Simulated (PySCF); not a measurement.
C4H5F, SMILES C1C[C@@H](F)C=1.

Coordinates come from a PBE0-D3(BJ)/def2-SVP optimisation. The structure was generated by enumeration; whether it is a known compound was not checked.

Level of theory: PBE/def2-TZVP in PySCF.

Isolated molecule, no solvent.

The total energy is -255.00949 hartree. The highest occupied level is -6.57 eV, the lowest empty level comes out as -1.23 eV and the orbital gap is 5.34 eV. The dipole moment comes out as 0.360 e·Å and the quadrupole, principal values (traceless, Buckingham form, about the centre of nuclear charge) is -3.75, 1.10, 2.66 D·Å. The mean static polarisability comes out as 46.0 bohr³ (6.81 Å³) and the polarisability, principal values is 36.4, 48.8, 52.7 bohr³.
